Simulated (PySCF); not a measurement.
Delta-SCF ions had no search for a lower state. Excitations are Tamm–Dancoff values on a coarser integration grid. The basis has no diffuse functions, so Rydberg states are missing or too high.

Cartesian coordinates (Å):
```xyz
7

B     -1.1819    -0.2728     0.1639
B      0.2426     0.5424     0.2046
C      1.5659    -0.1501     0.5011
N      2.5531    -0.7028     0.7306
H     -1.6050    -0.7423    -0.8538
H     -1.8603    -0.3954     1.1435
H      0.2856     1.7211    -0.0014
```
Charge 0, spin multiplicity 1.

Task: Give the S1 excitation (TDA), S1–T1 gap (TDA), T1 excitation (TDA), vertical ionisation energy (Delta-SCF), S1 oscillator strength, total energy, HOMO–LUMO gap and HOMO at the level ωB97X-D3(BJ)/def2-TZVP // PBE0-D3(BJ)/def2-TZVP run with PySCF.

Result: 
- S1 excitation (TDA) = 4.50 eV
- S1–T1 gap (TDA) = 0.49 eV
- T1 excitation (TDA) = 4.01 eV
- vertical ionisation energy (Delta-SCF) = 11.66 eV
- S1 oscillator strength = 0.002
- total energy = -144.4183 Ha
- HOMO–LUMO gap = 10.69 eV
- HOMO = -11.53 eV
